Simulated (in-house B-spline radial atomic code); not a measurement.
A fraction x of an electron is removed from 4d in the rhodium ion Rh⁴⁺, starting from [Kr] 4d5 and keeping the highest spin. Computed with an all-electron radial atomic-structure program (B-spline basis): non-relativistic BLYP, spin-polarised, spherical fractional occupations, point nucleus.

| x | E(x) - E(0) (eV) | 4d up level (eV) |
| --- | --- | --- |
| 0 | 0.0000 | -56.590 |
| 0.05 | 2.8492 | -57.377 |
| 0.21 | 12.2321 | -59.914 |
| 0.37 | 22.0231 | -62.477 |
| 0.46 | 27.7113 | -63.929 |
| 0.5 | 30.2814 | -64.577 |
| 0.53 | 32.2261 | -65.064 |
| 0.66 | 40.8221 | -67.185 |
| 0.82 | 51.7818 | -69.816 |
| 0.98 | 63.1645 | -72.471 |
| 1 | 64.6173 | -72.805 |

The exact functional would give a straight line between the two integer points. Deviations E(x) - E(0) - x[E(1) - E(0)], in eV: -0.382 at x = 0.05, -1.338 at x = 0.21, -1.885 at x = 0.37, -2.013 at x = 0.46, -2.027 at x = 0.5, -2.021 at x = 0.53, -1.825 at x = 0.66, -1.204 at x = 0.82, -0.16 at x = 0.98.

The curve lies below the straight line by up to 2.027 eV (at x = 0.5): convex, the delocalisation error that favours fractional charges.

(1) How well does Slater's transition state (minus the level at half occupation) give the ionisation energy?

## Answers

(1) It gives 64.577 eV against 64.617 eV from the two total energies; NIST lists 63.00 eV, ground level to ground level.
